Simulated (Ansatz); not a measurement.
C4H4, SMILES `C1=CC=C1` (triplet; the order of the spin states depends on the level) (charge 0, multiplicity 3). This triplet lies 0.53 eV above the relaxed singlet at the level frozen-core CCSD(T)/cc-pVTZ // B3LYP-D3(BJ)/def2-TZVP (Ansatz, a program for electronic structure); other levels give the other order.

These are frozen-core fic-MRCISD+Q@CASSCF(2e,2o)/cc-pVTZ // B3LYP-D3(BJ)/def2-TZVP (Ansatz) values and carry that method's errors.

Ansatz 0.2 input:
```yaml
crystal:
  periodic: [false, false, false]
  atoms:
    - { symbol: C, position_ang: [-0.251218, -0.984964, 0.003277] }
    - { symbol: C, position_ang: [-0.984949, 0.251234, 0.005701] }
    - { symbol: C, position_ang: [0.251218, 0.984964, -0.003285] }
    - { symbol: C, position_ang: [0.984949, -0.251234, -0.005692] }
    - { symbol: H, position_ang: [-0.517664, -2.0296, 0.006754] }
    - { symbol: H, position_ang: [-2.029573, 0.517679, 0.011745] }
    - { symbol: H, position_ang: [0.517664, 2.0296, -0.006767] }
    - { symbol: H, position_ang: [2.029573, -0.51768, -0.011732] }
basis:
  gaussian: { orbitals: cc-pVTZ }
correlation:
  method: fic_mrcisd_q
  active_space: { window: { electrons: 2, orbitals: 2 } }
magnetization:
  spin_polarized: false
  initial_magnetization: 2
```

Output:

```
Functional definition: HF
1008 factors; integrals over basis functions are off by at most 7.3e-4 eV
mean field evaluation 1: about -4180.1233 eV, gradient 2.8e1 eV
mean field evaluation 2: about -4180.1287 eV, gradient 2.8e1 eV
mean field evaluation 4: about -4182.2790 eV, gradient 3.5e0 eV
mean field evaluation 8: about -4182.3140 eV, gradient 1.4e-4 eV
mean field evaluation 16: about -4180.4724 eV, gradient 7.6e0 eV
mean field -4182.31401668 eV, -153.6972052386 hartree, gradient 1.5e-6 eV, S^2 2.000000; 2 other end points of the search recorded, 0 dependent functions left out
reference -4182.31401668 eV, -153.6972052386 hartree; 15, 13 occupied and 161, 163 virtual orbitals, 1008 factors
state -4182.31401668 eV, -153.6972052386 hartree
contracted CI cycle   1: correlation 0.00000000 eV, 0.0000000000 hartree, residual 4.19e1 eV
contracted CI cycle   2: correlation -14.59106735 eV, -0.5362118349 hartree, residual 6.16e0 eV
contracted CI cycle   3: correlation -14.99449223 eV, -0.5510374257 hartree, residual 1.03e0 eV
contracted CI cycle   4: correlation -15.00498607 eV, -0.5514230672 hartree, residual 2.07e-1 eV
contracted CI cycle   5: correlation -15.00544672 eV, -0.5514399958 hartree, residual 4.29e-2 eV
contracted CI cycle   6: correlation -15.00546461 eV, -0.5514406534 hartree, residual 8.81e-3 eV
contracted CI cycle   7: correlation -15.00546542 eV, -0.5514406833 hartree, residual 1.98e-3 eV
contracted CI cycle   8: correlation -15.00546546 eV, -0.5514406847 hartree, residual 4.31e-4 eV
state -4182.31401668 eV, -153.6972052386 hartree; corrected -4199.77358088 eV, -154.3388323886 hartree
Total energy: -4199.77358088 eV, -154.3388323886 hartree
```
